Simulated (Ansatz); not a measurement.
H₃InO₃ (`[OH][In]([OH])[OH]`), relaxed with RKS PBE-D4/def2-SVP in Ansatz from a rough embedded geometry. The force threshold is 0.03 eV/Å; the program also tests the step.

The species carries charge 0 and has multiplicity 1. In takes the def2 core potential.

Start:

```xyz
7

O     0.671    1.640    0.401
In    0.656   -0.204    0.761
O     1.048   -0.984   -1.148
O    -0.936   -0.946    1.263
H    -0.130    1.781   -0.208
H     0.240   -0.686   -1.661
H    -1.550   -0.601    0.593
```

(1) By how much does the energy fall, and how many steps does the optimiser take? (Best estimate.)

(2) Which bonds change most? (An estimate is asked.)

(3) Give the relaxed structure. (An estimate is asked.)

## Answers

(1) The calculation gave: 2.55 eV, in 10 steps.

(2) Computed: In2–O4 from 1.827 to 2.019 Å; O1–In2 from 1.879 to 2.019 Å; In2–O3 from 2.099 to 2.019 Å; O1–H5 from 1.016 to 0.978 Å.

(3) Ansatz gave: 
```xyz
7

O     0.141    1.916    0.619
In    0.003   -0.001    0.002
O     1.097   -0.637   -1.571
O    -1.229   -1.282    0.959
H     0.773    2.379    0.035
H     0.891   -1.581   -1.723
H    -1.676   -0.794    1.678
```
